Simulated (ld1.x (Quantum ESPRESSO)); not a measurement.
**An all-electron radial function and its pseudo partner (K)**

Columns: radius, all-electron u(r) and pseudo u(r) of the 3p shell (level -24.97 eV) of potassium in the configuration [Ne] 3s2 3p6 3d0 4s0 4p0; LDA (PZ), scalar-relativistic, ultrasoft scheme, ld1.x (Quantum ESPRESSO) 7.5.

| r (bohr) | all-electron | pseudo |
| --- | --- | --- |
| 0.208 | 0.4398 | -0.0295 |
| 0.415 | 0.0928 | -0.1114 |
| 0.622 | -0.4089 | -0.2298 |
| 0.830 | -0.7368 | -0.3625 |
| 1.038 | -0.8737 | -0.4843 |
| 1.245 | -0.8812 | -0.5741 |
| 1.453 | -0.8177 | -0.6199 |
| 1.660 | -0.7232 | -0.6186 |
| 1.868 | -0.6197 | -0.5767 |
| 2.075 | -0.5203 | -0.5083 |
| 2.282 | -0.4303 | -0.4287 |
| 2.490 | -0.3513 | -0.3514 |
| 2.698 | -0.2842 | -0.2842 |
| 2.905 | -0.2284 | -0.2284 |
| 3.113 | -0.1823 | -0.1823 |
| 3.320 | -0.1449 | -0.1449 |
| 3.528 | -0.1145 | -0.1145 |
| 3.735 | -0.0903 | -0.0903 |
| 3.943 | -0.0709 | -0.0709 |
| 4.150 | -0.0556 | -0.0556 |
| 4.358 | -0.0434 | -0.0434 |
| 4.565 | -0.0338 | -0.0338 |
| 4.773 | -0.0263 | -0.0263 |
| 4.980 | -0.0205 | -0.0205 |
| 5.188 | -0.0159 | -0.0159 |
| 5.395 | -0.0123 | -0.0123 |

Q: How many radial nodes do the two functions have?

A: The all-electron 3p function has n − l − 1 = 1; the pseudo-wave has 0, since the states of the same l below it are removed with the core.

Q: At about which radius was the pseudo-wave matched?

A: 2.65 bohr, where the columns begin to agree (steps of 0.21 bohr).

Q: Where does each function peak?

A: Outermost all-electron maximum near 1.25 bohr, pseudo maximum near 1.45 bohr (to the table’s step).

Q: Is the pseudo-wave norm-conserving?

A: No, it belongs to an ultrasoft set: the norm inside the radius is not constrained, and the difference is carried by the augmentation charge.
